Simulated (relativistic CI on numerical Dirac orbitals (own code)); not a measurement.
## How well does a small relativistic CI reproduce Bi V?

Method of calculation: Dirac-Coulomb-Breit CI, KLI orbitals optimised for each configuration, QED by a radiative potential, valence Slater integrals scaled by 0.85, P86 correlation energy added to each configuration (own radial code, finite nucleus).

Configurations in the expansion (outside the closed core [Xe] 4f14): 5d¹⁰6s, 5d¹⁰6p, 5d¹⁰6d, 5d⁹6s², 5d¹⁰6f, 5d¹⁰7s, 5d⁹6s5f, 5d¹⁰5f, 5d⁹6s6p, 5d¹⁰7p, 5d⁹6s5g, 5d¹⁰7d, 5d¹⁰8s, 5d¹⁰8p, 5d¹⁰5g, 5d¹⁰8d, 5d¹⁰9s, 5d¹⁰7f, 5d¹⁰10s, 5d⁹6s6d, 5d⁹6s7s, 5d⁹6s7p, 5d⁹6s7d, 5d⁹6s8s. Double excitations out of closed p, d and f shells are left out; levels of such configurations are missing from the list, as are those of other unlisted configurations, and high levels can miss mixing partners.

| Configuration | Term (tabulated) | J | Measured (cm⁻¹) | Computed | Error | Purity (%) |
| --- | --- | --- | --- | --- | --- | --- |
| 5d¹⁰6s | 2S | 1/2 | 0.0 | 0 | 0 | 100 |
| 5d¹⁰6p | 2P° | 1/2 | 87754.0 | 85638 | -2116 | 99 |
| 5d⁹6s² | 2D † | 5/2 | 103656.0 | 149598 | 45942 | 100 |
| 5d¹⁰6p | 2P° | 3/2 | 115674.0 | 112591 | -3083 | 99 |
| 5d⁹6s² | 2D † | 3/2 | 133772.0 | 173550 | 39778 | 100 |
| 5d¹⁰6d | 2D | 3/2 | 229289.0 | 218255 | -11034 | 100 |
| 5d¹⁰6d | 2D | 5/2 | 232540.0 | 221295 | -11245 | 100 |
| 5d¹⁰7s | 2S | 1/2 | 233340.0 | 226854 | -6486 | 100 |
| 5d¹⁰7p | 2P° | 1/2 | 270625.0 | 256417 | -14208 | 68 |
| 5d¹⁰7p | 2P° | 3/2 | 281081.0 | 265585 | -15496 | 89 |
| 5d¹⁰7d | 2D | 3/2 | 317307.0 | 310323 | -6984 | 100 |
| 5d¹⁰7d | 2D | 5/2 | 318629.0 | 311709 | -6920 | 100 |
| 5d¹⁰8s | 2S | 1/2 | 320430.0 | 313111 | -7319 | 100 |

Measured levels from Moore, Atomic Energy Levels, vol. III, NSRDS-NBS 35 (1971 reprint of NBS Circular 467, 1958); pairs were made by configuration, J and term (by order where the table uses no LS term), so strongly mixed levels may be paired wrongly. The analysis dates from before 1960.

Mean error by configuration (cm⁻¹): 5d¹⁰6p -2600; 5d¹⁰6d -11139; 5d¹⁰7s -6486; 5d¹⁰7p -14852; 5d¹⁰7d -6952; 5d¹⁰8s -7319. Over the excited levels the mean absolute error is 8489 cm⁻¹ (12 of the 12 excited levels that our extract of the source holds in range could be paired), and the median relative error of those above 1,000 cm⁻¹ is 2.7 %. † marks terms whose computed intervals miss the measured ones by more than a factor of 2.5, or configurations far off the rest, from wrong mixing, a near crossing or a doubtful label or measurement; they are left out of the means.
